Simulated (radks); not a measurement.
Problem. Species: La V. Configuration: [Kr] 4d10 5s2 5p5 (the NIST ground configuration). All-electron calculation, scalar-relativistic Kohn-Sham, PBEsol, spin-unpolarised, spherical densities, finite nucleus; Fermi nuclear charge, rms radius 4.855 fm. Program: a radial shooting solver on a logarithmic mesh with Libxc functionals. Some entries of the table are withheld. Estimate them.

| orbital | occ. | eigenvalue (hartree) | <r> (bohr) |
|---|---|---|---|
| 1s | 2 | -1424.733 | 0.02508 |
| 2s | 2 | -228.0083 | 0.1075 |
| 2p | 6 | -204.5461 | 0.09426 |
| 3s | 2 | -49.86454 | 0.2853 |
| 3p | 6 | (1) | 0.2833 |
| 3d | 10 | (2) | (3) |
| 4s | 2 | -11.16984 | 0.6540 |
| 4p | 6 | (4) | 0.6927 |
| 4d | 10 | -5.19862 | (5) |
| 5s | 2 | -2.74171 | 1.514 |
| 5p | 5 | -2.09687 | 1.705 |
| 4f | 0 | -1.51167 | (6) |
| 6s | 0 | -1.04328 | 3.172 |

Solution. 
(1) 3p eigenvalue (hartree): -42.37122
(2) 3d eigenvalue (hartree): -31.59423
(3) 3d <r> (bohr): 0.2600
(4) 4p eigenvalue (hartree): -8.73044
(5) 4d <r> (bohr): 0.7658
(6) 4f <r> (bohr): 1.065
